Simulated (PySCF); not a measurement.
# One molecule, several mistakes: ClFH3Si2

These are calculations, not measurements. The program is PySCF 2.14.0, an open-source quantum chemistry code, run on an isolated molecule that a program drew, which may never have been made. The molecule is ClFH3Si2 (charge 0, doublet), drawn as the SMILES string `F[Si]([SiH3])Cl`.

Each row is a Hartree-Fock (HF) and frozen-core CCSD(T) single point in the cc-pV(D+d)Z basis, meant for a local HF minimum. Run 1 is clean. Each other run has one planted mistake out of seven kinds, and not every kind appears here: one electron removed, one electron added, multiplicity raised by two, geometry at a saddle point, minimal basis STO-3G, one bond length entered in bohr, all coordinates scaled. The reference is restricted for singlets and unrestricted otherwise, and also for a bond in bohr. Adding or removing an electron swaps singlet and doublet. Electrons count all cores. HOMO and LUMO are orbital energies over both spins, the gradient is its largest component, and the lowest frequency (negative if imaginary) is given only where the gradient is small. Bond lengths are over the 6 bonds as drawn. T1 is the CCSD diagnostic: over 0.02 (restricted) or 0.045 (unrestricted) a single reference is doubtful.

Geometry of the clean run:
```xyz
7
ClFH3Si2, angstrom
F    -2.2837    0.1840   -0.9413
Si   -0.8310    0.6218   -0.3794
Si    0.0816   -1.1632    0.8897
Cl    0.3493    0.9956   -2.0412
H     1.4102   -0.7320    1.3749
H     0.2075   -2.3793    0.0568
H    -0.8159   -1.4199    2.0373
```

| run | electrons | basis functions | <S^2> | HOMO (eV) | LUMO (eV) | gradient (hartree/bohr) | lowest frequency (cm^-1) | mean bond (Å) | longest bond (Å) | T1 | HF (hartree) | CCSD(T) (hartree) | mistake |
|---|---|---|---|---|---|---|---|---|---|---|---|---|---|
| 1 | 57 | 98 | 0.759 | -9.29 | 0.77 | 1.8e-05 | 97 | 1.7501 | 2.373 | 0.0151 | -1138.63648 | -1139.19532 | no fault |
| 2 | 57 | 98 | 3.762 | -5.13 | -2.78 | 2.7e-02 | - | 1.7501 | 2.373 | 0.0248 | -1138.40000 | -1138.95222 | multiplicity raised by two |
| 3 | 57 | 98 | 0.759 | -9.16 | 0.96 | 2.1e-02 | - | 1.7168 | 2.328 | 0.0147 | -1138.63393 | -1139.19144 | all coordinates scaled |
| 4 | 57 | 35 | 0.754 | -6.54 | 4.41 | 3.7e-02 | - | 1.7501 | 2.373 | 0.0131 | -1125.61563 | -1125.73722 | minimal basis STO-3G |
| 5 | 58 | 98 | 0.000 | -1.21 | 8.39 | 7.5e-02 | - | 1.7501 | 2.373 | 0.0132 | -1138.64210 | -1139.22690 | one electron added |
| 6 | 56 | 98 | 0.000 | -18.04 | -7.28 | 7.8e-02 | - | 1.7501 | 2.373 | 0.0188 | -1138.32969 | -1138.89766 | ? |

**Which mistake was planted in run 6, and what did it cost?**

It counts 56 electrons, one fewer than the clean run, at the same geometry and basis. So the mistake is: one electron removed. Subtracting run 1 and multiplying by 627.51 kcal/mol a hartree, the energy moved by 192.5 kcal/mol in HF and 186.8 kcal/mol in CCSD(T).

